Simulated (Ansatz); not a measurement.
All values below come from frozen-core CCSD(T)/def2-TZVPP (Ansatz, a program for electronic structure).

Ansatz 0.2 input:
```yaml
crystal:
  periodic: [false, false, false]
  atoms:
    - { symbol: Br, position_ang: [0.0, 0.0, 0.0] }
basis:
  gaussian: { orbitals: def2-TZVPP }
correlation:
  method: ccsd_t
magnetization:
  spin_polarized: true
  initial_magnetization: 1
```

Output:

```
Functional definition: HF
322 factors; integrals over basis functions are off by at most 1.5e-4 eV
mean field evaluation 1: about -69998.3244 eV, gradient 5.1e0 eV
mean field evaluation 2: about -69998.3248 eV, gradient 5.1e0 eV
mean field evaluation 4: about -69998.5147 eV, gradient 5.6e-1 eV
mean field evaluation 8: about -69998.5183 eV, gradient 4.0e-3 eV
mean field evaluation 16: about -69998.5159 eV, gradient 6.3e-1 eV
mean field evaluation 32: about -69998.5183 eV, gradient 1.0e-2 eV
mean field evaluation 64: about -69998.5183 eV, gradient 8.5e-4 eV
mean field -69998.51830854 eV, -2572.3981011392 hartree, gradient 3.4e-6 eV, S^2 0.758689; 4 other end points of the search recorded, 0 dependent functions left out
9 core orbitals not correlated
reference -69998.51830854 eV, -2572.3981011392 hartree; 9, 8 occupied and 30, 31 virtual orbitals, 322 factors
second order -6.67253346 eV of doubles, -0.00000000 eV of singles
cycle   1  -6.81871178 eV  change   -1.5e-1 eV  update   4.2e-2
cycle   2  -6.98423599 eV  change   -1.7e-1 eV  update   1.2e-2
cycle   3  -6.98596738 eV  change   -1.7e-3 eV  update   3.5e-3
cycle   4  -6.98657330 eV  change   -6.1e-4 eV  update   8.6e-4
cycle   5  -6.98658059 eV  change   -7.3e-6 eV  update   1.7e-4
cycle   6  -6.98652439 eV  change    5.6e-5 eV  update   5.2e-5
cycle   7  -6.98654530 eV  change   -2.1e-5 eV  update   1.5e-5
perturbative correction -0.18485369 eV, -0.0067932480 hartree
Total energy: -70005.68970753 eV, -2572.6616451911 hartree
```

Cost: about 4 core-seconds (a rough figure).
